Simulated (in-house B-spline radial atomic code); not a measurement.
# Binding energies in Se2+

NIST's tabulated ground configuration is [Ar] 3d10 4s2 4p2; each binding energy is the energy of the ion with one electron taken from that subshell, relaxed, less that of the parent. Level of theory: Dirac-Hartree-Fock, average of configuration, Fermi nucleus of rms radius 4.14 fm; calculated with an all-electron radial atomic-structure program (B-spline basis). Energies include first-order Breit, QED and recoil terms.

```
subshell  X-ray name  binding energy (eV)  -ε (eV)  relaxation (eV)
      1s           K              12690.2  12768.0             50.5
      2s          L1               1692.9   1720.1             24.8
      3s          M1                266.8    273.7              6.6
   3d3/2          M4                87.56    93.98             6.42
   3d5/2          M5                86.72    93.02             6.34
      4s          N1                42.28    42.84             0.53
      4p        N2,3                 30.2    30.56             0.35
```

Relaxation = -ε minus the binding energy without Breit, QED and recoil terms.

Q: What does it cost to remove two 2s electrons?

A: 3464.6 eV, which is 78.75 eV more than the two single binding energies together.

Q: What does it cost to remove both a 3s and a 3d3/2 electron?

A: 382.24 eV, which is 27.85 eV more than the two single binding energies together.
